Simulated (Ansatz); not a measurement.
System: C2H2N (charge 0, doublet). It need not be the lowest isomer of its formula. SMILES: [C-]#[N+][CH2]
Coordinates optimised at B3LYP-D3(BJ)/def2-TZVP (Ansatz, an electronic-structure program):
```xyz
5

C     -1.1003     0.1172     0.1136
N      0.2172    -0.0231    -0.0224
C      1.3859    -0.1476    -0.1430
H     -1.6290    -0.5396     0.7877
H     -1.6054     0.8842    -0.4538
```
Charge 0, spin multiplicity 2.

Parts of the frozen-core correlation energy in aug-cc-pVDZ (Ansatz, hartree). Frozen orbitals: 3; correlated occupied orbitals by spin: 8 and 7; virtual: 76 and 77. Open shells are spin-unrestricted. Spin-orbit coupling is left out. Non-relativistic.

| term | value |
|---|---|
| reference (HF) | -131.28744 |
| MP2 opposite-spin | -0.28912 |
| MP2 same-spin | -0.09954 |
| CCSD correlation | -0.41918 |
| (T) | -0.01759 |
| T1 diagnostic | 0.023 |
| largest doubles amplitude | 0.050 |
| <S^2> of the reference | 0.831 |
